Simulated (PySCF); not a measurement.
# Sulfur: a sound run and one with changed settings

Sound run: S⁺ [Ne] 3s2 3p3, S²⁺ [Ne] 3s2 3p2. Computed with PySCF 2.14 in 6-31G* (4s3p1d, 18 functions), with no relativity, point nucleus. The sound run starts from symmetry-adapted Hartree-Fock orbitals and uses a fine grid where one is needed.

Changed run: 6 angular points. This setting is unsound on purpose.

```json
{"species": "S⁺", "method": "UHF", "sound run (hartree)": "-397.13847", "changed run (hartree)": "-397.13847", "converged": "yes"}
{"species": "S⁺", "method": "M06-2X", "sound run (hartree)": "-397.68029", "changed run (hartree)": "-397.68029", "converged": "yes"}
{"species": "S⁺", "method": "BP86", "sound run (hartree)": "-397.73167", "changed run (hartree)": "-397.73167", "converged": "yes"}
{"species": "S²⁺", "method": "UHF", "sound run (hartree)": "-396.30250", "changed run (hartree)": "-396.30250", "converged": "yes"}
{"species": "S²⁺", "method": "M06-2X", "sound run (hartree)": "-396.82676", "changed run (hartree)": "-396.82698", "converged": "yes"}
{"species": "S²⁺", "method": "BP86", "sound run (hartree)": "-396.87259", "changed run (hartree)": "-396.91541", "converged": "yes"}
```

Ionisation energy of S⁺:

| method | sound run (eV) | changed run (eV) |
| --- | --- | --- |
| UHF | 22.748 | 22.748 |
| M06-2X | 23.226 | 23.220 |
| BP86 | 23.377 | 22.212 |

A coarse angular grid integrates products of high-l functions wrongly, so density functionals can shift, and the SCF can exploit the error; Hartree-Fock and MP2 need no grid.

For comparison, NIST gives 23.338 eV between the lowest levels.
